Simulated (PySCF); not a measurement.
Geometry:
```csv
atom,x (Å),y (Å),z (Å)
Si1,0.813,-1.061,-1.125
F2,1.530,-2.026,-2.198
N3,1.650,0.457,-0.984
Si4,0.887,1.568,0.110
F5,1.693,2.960,0.171
N6,-0.760,1.823,-0.364
Si7,-1.647,0.326,-0.461
F8,-3.145,0.591,-0.991
N9,-0.833,-0.743,-1.583
N10,-1.597,-0.418,1.103
Si11,0.037,-0.749,1.630
F12,-0.010,-1.490,3.060
N13,0.838,-1.760,0.463
N14,0.833,0.788,1.662
H15,2.651,0.353,-0.816
H16,-0.920,2.470,-1.135
H17,-0.963,-0.522,-2.570
H18,-2.257,-1.190,1.198
H19,0.610,-2.750,0.533
H20,0.454,1.387,2.397
```

Theory: shieldings: GIAO PBE0/pcSseg-1, structure optimised with PBE0-D3(BJ)/def2-SVP, in PySCF 2.14.0 with density-fitted response routines (equivalent nuclei averaged, gas phase, one conformer, non-relativistic).

References, each an isolated molecule treated in the same way: ¹H, ²⁹Si against TMS; CFCl3 for ¹⁹F; ¹⁵N against NH3.

```csv
atoms,nucleus,count,δ (ppm)
N3/N6/N9/N10/N13/N14,¹⁵N,6,?
Si1/Si4/Si7/Si11,²⁹Si,4,?
H15/H16/H17/H18/H19/H20,¹H,6,1.08
F2/F5/F8/F12,¹⁹F,4,-154.1
```

Problem. Estimate the values marked ?.

Solution. 
- Si1/Si4/Si7/Si11: -34.8 ppm, silicon bonded to F, 3 N
- N3/N6/N9/N10/N13/N14: 67.1 ppm, nitrogen bonded to 2 Si, H

Exchangeable OH/NH protons stand at their gas-phase positions; hydrogen bonding in a real sample shifts them, mostly to higher δ. Unscaled 19F shifts against computed CFCl3 carry errors that often reach 10 to 50 ppm. Experimental scales use liquid or dissolved standards, which lie at an offset from isolated NH3 (liquid NH3: subtract about 20 ppm).
